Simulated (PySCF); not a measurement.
boron monoxide dimer (B2O2), SMILES B(=O)B=O. Atoms are numbered in the order given.

```xyz
4

O      0.0000     0.0000    -2.0168
B      0.0000     0.0000    -0.8202
B      0.0000     0.0000     0.8202
O      0.0000     0.0000     2.0168
```

Coordinates come from a PBE0-D3(BJ)/def2-TZVP optimisation. One conformer was computed; it need not be the lowest.

These are PBE/pcJ-1 (PySCF) values and carry that method's errors.

Isotropic couplings with Fermi-contact, spin-dipole and both spin-orbit terms, one fixed conformer, no vibrational averaging. Isotopes: 11B.

### Question
Estimate the spin–spin coupling constants. (The exact figures need the calculation; the answer reports its results.)

### Answer

| pair | bonds apart | J (Hz) |
|---|---|---|
| B2–B3 | 1 | 204.5 |
